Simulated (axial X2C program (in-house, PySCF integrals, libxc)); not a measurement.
CuSH: properties at the nuclei

Calculated with an in-house all-electron X2C program for linear molecules (integrals from PySCF): two-component X2C with atomic mean-field Coulomb and Gaunt terms, Gaussian nuclei, basis Cu dyall-v3z, S dyall-av3z, H dyall-v3z with contracted cores.

Cu–S–H held linear, with bonds 2.043 and 1.331 Å (near the PBE0 minimum at charge 0 of the determinant lowest at the starting distance; the state shown can have its own minimum elsewhere, held linear; other orders of the atoms were not compared).

Determinant lowest in the PBE0 search, Ω = 0 (closed shell), highest spinor 74% S p, 11% Cu d, 8% Cu p:

```
level  qzz Cu (a.u.)  qzz S (a.u.)  qzz H (a.u.)  μ (D)
 PBE0           0.21          2.17          0.26  -4.30
   HF          -0.42          1.99          0.26  -5.21
TPSSh           0.33          2.27          0.26  -4.21
```

Determinant 1.23 eV from it at PBE0 and this distance, Ω = 2 (⟨Sz⟩ = 1.00, ⟨Lz⟩ = 1.00 at PBE0), spin on the atoms Cu 0.67, S 0.29, H 0.04:

| level | Eeff magnitude (GV/cm) | Ws magnitude Cu (kHz) | A∥/gI Cu (MHz) | qzz Cu (a.u.) | A∥/gI S (MHz) | qzz S (a.u.) | A∥/gI H (MHz) | qzz H (a.u.) | μ (D) |
| --- | --- | --- | --- | --- | --- | --- | --- | --- | --- |
| PBE0 | 1.17 | 0.255 | 1070 | 0.32 | 256 | 1.21 | 8.59 | 0.25 | 0.93 |
| TPSSh | 1.18 | 0.256 | 1100 | 0.35 | 257 | 1.28 | 9.88 | 0.25 | 0.78 |

Eeff is the effective electric field on the electron electric dipole moment in this Ω state and Ws the scalar–pseudoscalar constant of the nucleus named (defined with the proton number Z and per Ω); A∥ (defined per Ω) follows by multiplying with gI = μI/(I μN); qzz is the electric field gradient, eQq0 = 234.96 MHz × Q/barn × qzz; μ is positive if the H end (last atom) is positive. The operators were transformed with the bare-nucleus X2C matrices; with these basis sets, hyperfine constants and field gradients can be off by tens of per cent, and where levels differ in sign neither size nor sign is settled.

(1) With Q(33S) = -0.0694 barn (Q from Pyykkö, Mol. Phys. 2018), turn the PBE0 values of the first state into constants in MHz.

The molecule was held linear; bending was not examined, so a bent shape may lie lower. Hydrosulfides and their kin are strongly bent in nature, so this linear model does not describe the real molecule.

Each state is one determinant with collinear spin, which with several unpaired electrons need not be a pure state. With several open shells hyperfine constants can be off by a factor of several. Open-shell Ω = 0 determinants with evenly filled partner blocks cannot be reached by this program, so the Ω shown need not be the lowest component. Left out as unconverged or as another state under the same occupation: HF in at least one table. The search compared states at one distance, so a state with another bond length can lie lower. Where a field gradient or hyperfine factor spreads by more than a factor of two over the levels, a constant derived from it is not to be relied on. PBE0 term energies can be off by some tenths of an eV.

## Answers

(1) eQq0(33S) = 234.96 × (-0.0694) × (2.17) = -35.4 MHz.
